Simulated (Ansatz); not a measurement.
`C[SiH2]C[SiH2]O` + `N[Si](O)(F)F` → `O[SiH2]N[Si](O)(F)F` + `C[SiH2]C`  (ligand exchange at the Si–C bond)

Program: Ansatz. Geometries: PBE0-D4/def2-TZVP. ΔE: electronic, gas phase. CBS: MP2 limit from def2 TZ/QZ plus the TZ coupled-cluster correction, frozen cores. DFT in def2-TZVPP. Each species was taken in one conformer, which may not be the lowest.

`C[SiH2]C[SiH2]O`:

Cartesian coordinates in Å:
```
C -0.767 1.807 1.021
Si 0.481 1.397 -0.311
C 0.969 -0.415 -0.275
Si -0.436 -1.618 -0.479
O 0.068 -3.173 -0.713
H -0.377 1.559 2.012
H -1.006 2.873 1.011
H -1.696 1.251 0.878
H 1.697 2.239 -0.129
H -0.090 1.717 -1.649
H 1.692 -0.587 -1.081
H 1.486 -0.616 0.670
H -1.314 -1.536 0.725
H -1.229 -1.290 -1.689
H 0.521 -3.608 0.009
```

`N[Si](O)(F)F`:

Z-matrix (Å, degrees):
```
Si
O 1 1.619
F 1 1.581 2 104.1
N 1 1.686 2 112.4 3 125.7
F 1 1.584 2 112.9 3 -114.3
H 2 0.958 1 117.2 3 -175.6
H 4 1.006 1 121.2 2 -53.5
H 4 1.006 1 120.5 2 156.7
```

`O[SiH2]N[Si](O)(F)F`:

```xyz
12

O    -1.729    0.104   -1.088
Si   -0.248    0.555   -1.610
N     0.880    0.340   -0.303
Si    0.686   -0.497    1.142
O    -0.836   -0.280    1.682
F     0.936   -2.060    1.053
F     1.757    0.028    2.181
H    -1.901    0.224   -0.148
H     0.061   -0.298   -2.781
H    -0.164    1.983   -2.016
H     1.754    0.841   -0.388
H    -1.197   -0.940    2.276
```

`C[SiH2]C`:

Cartesian coordinates in Å:
```
C 0.103 -0.216 -1.563
Si 0.619 0.351 0.144
C -0.662 -0.101 1.433
H 0.855 0.051 -2.309
H -0.843 0.246 -1.858
H -0.028 -1.301 -1.590
H 0.818 1.829 0.139
H 1.926 -0.272 0.502
H -1.625 0.363 1.204
H -0.354 0.233 2.426
H -0.809 -1.183 1.472
```

(1) Is it downhill or uphill in electronic energy at CCSD(T)/CBS, and by how much? (Best estimate.)

(2) What do these levels give: ωB97X-V, PBE, HF/def2-TZVPP, SCS-MP2/def2-TZVPP, CCSD(T)/def2-TZVPP, CCSD/CBS(def2)? (An estimate is asked.)

Largest T1 diagnostic among the species: 0.011.

Results:

(1) Computed: Downhill: ΔE = -15.8 kcal/mol.

(2) The calculation gave: ωB97X-V -16.1, PBE -14.4, HF/def2-TZVPP -18.1, SCS-MP2/def2-TZVPP -16.5, CCSD(T)/def2-TZVPP -16.1, CCSD/CBS(def2) -16.0 kcal/mol.

In def2-TZVPP, CCSD(T) changes the Hartree–Fock value by +2.0 kcal/mol (the triples alone add +0.2 kcal/mol) and MP2 by +2.0 kcal/mol.
